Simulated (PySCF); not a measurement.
Levels of Ru³⁹⁺ from EOM-EA-GCCSD

Reference: closed-shell Ru⁴⁰⁺, [He] 2s2; one electron is added. Calculated with PySCF 2.14, two-component X2C-1e with screened spin-orbit coupling, an uncontracted even-tempered set (17 s from 4.6 bohr⁻², ratio 2.6; 12 p from 5.9 bohr⁻², ratio 2.6; 7 d from 6.1 bohr⁻², ratio 2.8; 4 f from 120 bohr⁻², ratio 2.8); frozen nothing; the 32 highest virtual spinors dropped; of the others 50 kept and the rest restored at second order. No Breit or QED terms. Binding energies in eV.

| level | Koopmans | second order | EOM-CCSD |
| --- | --- | --- | --- |
| 2p1/2 | 5870.5 | 5870.2 | 5867.6 |
| 2p3/2 | 5720.6 | 5721.1 | 5720.5 |

For comparison, the ionisation energy of Ru³⁹⁺ is 5861 ± 4 eV (semi-empirical (NIST evaluation); NIST Atomic Spectra Database, ionization energies).

Only part of the computed levels is shown.
